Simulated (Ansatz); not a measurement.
Reactions of FH6SbSi2 (`[F][Sb]([SiH3])[SiH3]`).

Program: Ansatz. Geometries: PBE0-D4/def2-TZVP. ΔE: electronic, gas phase. CCSD(T)/CBS adds triple-zeta CCSD(T) − MP2 to the extrapolated MP2 energy (def2 sets, frozen cores). This one scheme is used for every species. Functionals use def2-TZVPP. def2 core potentials past Kr. For Br, Sb outer-core shells are correlated without core-valence functions, which leaves a few kJ/mol of doubt a bond. Scalar relativity is left out up to krypton. One conformer a species, not always the lowest.

| reaction | B2PLYP (eV) |
| --- | --- |
| `[F][Sb]([SiH3])[SiH3]` + `C=C[SiH2][SiH3]` → `C=C[SiH]([SiH3])[SiH3]` + `[F][SbH][SiH3]` | 0.29 |
| `[F][Sb]([SiH3])[SiH3]` + `C=N[SiH2]N` → `C=N[SiH2]N[SiH3]` + `[F][SbH][SiH3]` | -0.23 |
| `[F][Sb]([SiH3])[SiH3]` + `CO[SiH](O)F` → `CO[SiH](F)O[SiH3]` + `[F][SbH][SiH3]` | -0.77 |
| `[F][Sb]([SiH3])[SiH3]` + `N[SiH](F)Br` → `F[SiH](Br)N[SiH3]` + `[F][SbH][SiH3]` | -0.22 |
| `[F][Sb]([SiH3])[SiH3]` + `NN` → `NN[SiH3]` + `[F][SbH][SiH3]` | -0.10 |

**Question.** Give the CCSD(T)/CBS values in the same order. (An estimate is asked.)

**Answer.** Ansatz gave: 0.30, -0.18, -0.69, -0.18, -0.02 eV.

Largest T1 diagnostic: 0.014, for `[F][Sb]([SiH3])[SiH3]`.
